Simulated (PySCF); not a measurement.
# Where the electron goes

Species: C2H10AsPSi3.
Atom-mapped SMILES: `[CH:1]#[C:2][SiH2:3][As:4]([SiH3:5])[SiH2:6][PH2:7]` (hydrogens: H8 on C1; H9, H10 on Si3; H11, H12, H13 on Si5; H14, H15 on Si6; H16, H17 on P7)

Structure used (PBE0-D3(BJ)/def2-SVP), in Å, numbered top down from 1:
```
atom  x, y, z in Å
C1     3.254   -0.525   -0.916
C2     2.850    0.013    0.099
Si3    2.141    0.827    1.580
As4   -0.191    1.164    1.386
Si5   -0.127    1.574   -0.952
Si6   -0.700   -1.128    1.099
P7    -2.667   -1.170   -0.032
H8     3.620   -0.997   -1.811
H9     2.405   -0.021    2.779
H10    2.792    2.158    1.752
H11    0.928    2.597   -1.223
H12   -1.457    2.123   -1.351
H13    0.154    0.335   -1.736
H14   -0.769   -1.774    2.447
H15    0.316   -1.842    0.267
H16   -3.423   -0.718    1.093
H17   -2.918   -2.553    0.229
```

The calculation used TDDFT CAM-B3LYP/def2-SVPD, vertical, gas phase, core orbitals frozen in the response in PySCF. The CAM-B3LYP/def2-SVPD calculation is non-relativistic and has no spin–orbit coupling, an omission that weighs most on arsenic.

Frontier orbitals with the atoms that hold most of them (Löwdin shares over 4%, at most four atoms; ? is withheld):

```tsv
orbital	ε (eV)	atoms
HOMO-3	-9.44	As4 31%, Si5 20%, Si3 8%, Si6 7%
HOMO-2	-9.26	As4 25%, P7 16%, Si6 14%, Si3 10%
HOMO-1	-8.81	?
HOMO	-8.46	?
LUMO	?	As4 20%, Si3 16%, C2 15%, C1 15%
LUMO+1	0.54	As4 17%, Si6 16%, Si3 11%, C1 10%
LUMO+2	0.61	As4 26%, Si5 23%, Si3 10%, Si6 7%
```

(1) Give the leading atoms of the HOMO.

(2) Which atoms hold the HOMO-1, and with what shares?

(3) What is the LUMO energy, and the HOMO–LUMO gap?

Answers

(1) As4 (bonded to 3 Si) 58%; Si6 (bonded to As, P and 2 H) 8%; Si5 (bonded to As and 3 H) 8%; Si3 (bonded to As, C and 2 H) 7%. By element: arsenic 58%, silicon 23%.

(2) P7 (bonded to Si and 2 H) 53%; Si6 (bonded to As, P and 2 H) 15%; As4 (bonded to 3 Si) 7%; H16 (bonded to P) 5%.

(3) ε(LUMO) = 0.24 eV; the gap is 8.70 eV (0.3197 hartree).

Problem. The HOMO–LUMO gap is 8.70 eV. Where does the response calculation put the lowest singlet, and from which orbitals?

Solution. S1 is at 5.77 eV (f = 0.033), 2.93 eV below the gap, made of HOMO→LUMO (34%), HOMO→LUMO+1 (12%), HOMO-4→LUMO (11%). Without the coupling terms of the response equations the lowest excitation would equal the gap.

Next come S2 at 5.79 eV (f 0.047), HOMO→LUMO (47%), HOMO-4→LUMO (9%); S3 at 5.98 eV (f 0.013), HOMO-4→LUMO (36%), HOMO→LUMO+1 (25%); S4 at 6.05 eV (f 0.034), HOMO→LUMO+2 (78%); S5 at 6.05 eV (f 0.022), HOMO→LUMO+3 (35%), HOMO→LUMO+1 (15%).

Löwdin shares depend on the basis, the more so with diffuse functions.

One conformer stands for the species.
